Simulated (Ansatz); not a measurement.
H2ISb, SMILES `[SbH2][I]` at its PBE0-D4/def2-TZVP geometry, where that method's forces vanish. Total charge 0; spin multiplicity 1. Sb, I takes the def2 core potential.

```xyz
4

Sb    0.4992    0.1252   -0.6936
I     0.2145    1.2898    1.7530
H     0.4710   -1.4683   -0.0713
H    -1.1846    0.0532   -0.9882
```

**Question.** What forces (eV/Å) does ωB97M-V/def2-TZVPP give on these atoms in Ansatz 0.2.0? (Best estimate.)

**Answer.** Computed: 
```
Sb1 -0.183 -0.126  0.121
I2   0.008 -0.049 -0.097
H3   0.015  0.154 -0.052
H4   0.159  0.021  0.028
```
